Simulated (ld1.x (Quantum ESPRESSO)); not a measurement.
## Configuration tests for chlorine (ultrasoft)

| Item | Value |
| --- | --- |
| Element | chlorine |
| Generator | ld1.x (Quantum ESPRESSO) 7.5 |
| Type | ultrasoft |
| Functional | PBE |
| Relativity | scalar-relativistic |
| Frozen core | [Ne] |
| Valence charge | 7 |
| Reference configuration | 3s2 3p5 |
| Partial waves | 3s (bound): rcut 0.95, rcutus 1.15 bohr; 3s channel at 0.4 Ry: rcut 0.95, rcutus 1.15 bohr; 3p (bound): rcut 1.20, rcutus 1.25 bohr; 3p channel at 2.85 Ry: rcut 1.20, rcutus 1.25 bohr; 3d channel at -0.2 Ry: rcut 1.00, rcutus 1.20 bohr |
| Local potential | all-electron potential smoothed inside 1.20 bohr (lloc = -1) |
| Core correction | Bessel-smoothed model core inside 0.95 bohr |
| Augmentation charge | PSQ, inside the norm-conserving radii |

Energies are relative to the spin-unpolarised reference configuration 3s2 3p5; without spin polarisation the order of configurations can differ from experiment.

```csv
valence configuration,charge,ΔE all-electron (eV),error AE − PS (meV)
3s2 3p4,+1,13.875,-1.4
3s2 3p3,+2,39.322,-4.9
3s2 3p2,+3,77.630,-12
3s2 3p4.5,+0.5,5.583,-0.6
3s2 3p1,+4,129.873,-20
```

Question: What are ΔE and the potential's error for 3s1 3p5?

Answer: ΔE = 26.584 eV all-electron; the error (AE − PS) is -3.5 meV.

Question: What are ΔE and the potential's error for 3s1 3p6?

Answer: ΔE = 12.153 eV all-electron; the error (AE − PS) is +1.5 meV.
